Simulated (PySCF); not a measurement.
Below is a simulated gas-phase C 1s photoelectron spectrum of `C([N]([GeH3])[GeH3])(C)=O`.

Every computed line was given a Gaussian of 1.0 eV full width at half maximum and an area set by the number of equivalent atoms; the highest printed point is 100. The calculation used PySCF, delta-SCF UKS SCAN, pcX-2 on the ionised atom, pcseg-1 elsewhere, spin-free X2C.

```csv
binding energy (eV),intensity
289.6,0
289.7,1
289.8,1
289.9,3
290.0,5
290.1,8
290.2,14
290.3,21
290.4,32
290.5,44
290.6,58
290.7,72
290.8,85
290.9,94
291.0,99
291.1,99
291.2,94
291.3,83
291.4,70
291.5,56
291.6,43
291.7,30
291.8,21
291.9,13
292.0,8
292.1,5
292.2,4
292.3,5
292.4,7
292.5,11
292.6,17
292.7,26
292.8,37
292.9,50
293.0,64
293.1,78
293.2,89
293.3,97
293.4,100
293.5,97
293.6,90
293.7,78
293.8,64
293.9,50
294.0,37
294.1,26
294.2,17
294.3,11
294.4,6
294.5,4
294.6,2
294.7,1
294.8,0
294.9,0
```

Q: Count the maxima, the lines and the sites behind this envelope.

A: The curve has 2 maxima (at 291.0 and 293.4 eV). Under it lie 2 lines from 2 inequivalent carbon sites.

Q: Decompose the envelope and assign each component. Numbering: `[CH3:1][C:2](=[O:3])[N:4]([GeH3:5])[GeH3:6]`.

A: 
| position (eV) | relative area | line | atoms | environment |
| --- | --- | --- | --- | --- |
| 291.04 | 1 | C 1s | C1 | methyl carbon next to a carbonyl |
| 293.40 | 1 | C 1s | C2 | amide carbonyl carbon |

Q: What are the centre and the root-mean-square width of the whole band?

A: The area-weighted mean of the lines is 292.22 eV. Their own spread about it is 1.18 eV (rms) and each Gaussian has σ = 1.0/2.355 = 0.42 eV; the variances add, which gives 1.25 eV.

Q: Above which line width would these two lines show one maximum?

A: Two equal Gaussians merge once their distance is under 2σ = FWHM/1.177. With 2.36 eV between them that is a full width over 2.78 eV.

The listed C 1s values span 2.36 eV, from C1 (bonded to C and 3 H) to C2 (bonded to O (double bond), N and C). Summing the Pauling electronegativity differences to the bonded atoms, each weighted by its formal bond order, gives -1.05 for the lowest site and +2.27 for the highest.

The curve has no shake-up lines and no vibrational structure. Isolated species at its PBE0-D3(BJ)/def2-SVP geometry, gas phase.

The run took 62 s on one thread, x86-64 server (shared host).

Conformer computed: `[CH3:1][C:2](=[O:3])[N:4]([GeH3:5])[GeH3:6]`: C1–C2–N4–Ge5 0°.
